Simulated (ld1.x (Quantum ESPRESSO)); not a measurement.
# Which change was made? (Tc, TM)

```json
{
 "Element": "Tc",
 "Generator": "ld1.x (Quantum ESPRESSO) 7.5",
 "Type": "norm-conserving Troullier–Martins (Kleinman–Bylander form)",
 "Functional": "BLYP",
 "Relativity": "scalar-relativistic",
 "Frozen core": "[Kr]",
 "Valence charge": "7",
 "Reference configuration": "4d5 5s0 5p0 (charge +2)",
 "Partial waves": "5s (bound, empty): rc 1.95 bohr; 5p (bound, empty): rc 2.95 bohr; 4d (bound): rc 1.35 bohr",
 "Local potential": "the d channel",
 "Core correction": "Bessel-smoothed model core inside 1.05 bohr"
}
```

Cutoffs, loose and tight: the cutoffs (Ry, on a coarse ladder) from which the occupation-weighted sum of valence levels, in a spherical-Bessel basis at the reference potential, stays within 10 and 1 mRy of its value at 400 Ry. They do not see the model core or the augmentation charge, which bear on the density cutoff. Test errors are all-electron minus pseudo excitation energies from the reference, over the configurations 4d5 5s2 5p0; 4d5 5s1 5p0; 4d4 5s0 5p0; 4d5 5s0 5p2; 4d5 5s0 5p1; 4d4 5s2 5p0; 4d6 5s1 5p0; variants that change the core or the reference have their own tests. The largest error is taken over the tests solved by every variant that gives reliable tests at all, those not shown here included: 4d4 5s0 5p0; 4d4 5s2 5p0; 4d5 5s0 5p1; 4d5 5s0 5p2; 4d6 5s1 5p0.

The base gives: outcome: generated; cutoff, loose: 50 Ry; cutoff, tight: 70 Ry; bound ghosts: s, p; largest test error (meV): -142.

**Question.** After one change the result is: outcome: generated; cutoff, loose: 70 Ry; cutoff, tight: 90 Ry; bound ghosts: s, p; largest test error (meV): -142. Which change was it?
A. all radii but the core radius scaled by about 0.89 (s 1.74, p 2.62, d 1.20 bohr)
B. all radii but the core radius scaled by about 0.77 (s 1.50, p 2.28, d 1.04 bohr)
C. all radii but the core radius scaled by about 1.29 (s 2.52, p 3.82, d 1.74 bohr)

**Answer.** A. The others give: all radii but the core radius scaled by about 0.77 (s 1.50, p 2.28, d 1.04 bohr) → outcome: generated; cutoff, loose: 140 Ry; cutoff, tight: 200 Ry; bound ghosts: s, p; largest test error (meV): -4964 | all radii but the core radius scaled by about 1.29 (s 2.52, p 3.82, d 1.74 bohr) → outcome: generated; cutoff, loose: 45 Ry; cutoff, tight: 55 Ry; bound ghosts: s, p; largest test error (meV): -204.
